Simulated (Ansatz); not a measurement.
Ansatz (an electronic-structure program) input file for Si(F)2(Me)(Cl) (CH₃ClF₂Si), SMILES C[Si](F)(F)Cl, PBE/def2-TZVPD. Coordinates come from a B3LYP-D3(BJ)/def2-SVP optimisation.

Ansatz 0.2 input:
```yaml
crystal:
  periodic: [false, false, false]
  atoms:
    - {symbol: C, position_ang: [1.51310584, 1.26287566, -0.00000000]}
    - {symbol: Si, position_ang: [-0.07209766, 0.32360061, 0.00000000]}
    - {symbol: F, position_ang: [-0.96469234, 0.69547294, 1.29079518]}
    - {symbol: F, position_ang: [-0.96469234, 0.69547295, -1.29079518]}
    - {symbol: Cl, position_ang: [0.22145930, -1.70586719, -0.00000000]}
    - {symbol: H, position_ang: [2.10689204, 1.01353520, 0.89263810]}
    - {symbol: H, position_ang: [2.10689203, 1.01353520, -0.89263810]}
    - {symbol: H, position_ang: [1.31660229, 2.34649628, 0.00000000]}
basis:
  gaussian:
    orbitals: def2-TZVPD
hamiltonian:
  xc: {name: PBE}
```

It prints:

```
WARN ansatz: RAYON_NUM_THREADS=2 ignored (pool sized by the plan → 2); use --threads N
Functional definition: PBE
integrals: 0.19 GiB planned
1276 factors; their error is unknown
mean field: 1.18 GiB planned
mean field evaluation 1: about -26903.0942 eV, gradient 7.4e1 eV
mean field evaluation 2: about -26885.9583 eV, gradient 1.2e2 eV
mean field evaluation 4: about -26913.2910 eV, gradient 8.4e0 eV
mean field evaluation 8: about -26913.4355 eV, gradient 1.7e-1 eV
mean field evaluation 16: about -26913.4149 eV, gradient 1.6e-4 eV
mean field -26913.41491088 eV, -989.0497554072 hartree, gradient 6.0e-5 eV, S^2 0.000000; 0 other end points of the search recorded, 0 dependent functions left out
reference -26913.41497717 eV, -989.0497578430 hartree; 29, 29 occupied and 204, 204 virtual orbitals, 1276 factors
Total energy: -26913.41497717 eV, -989.0497578430 hartree
```

Self-consistency was reached.
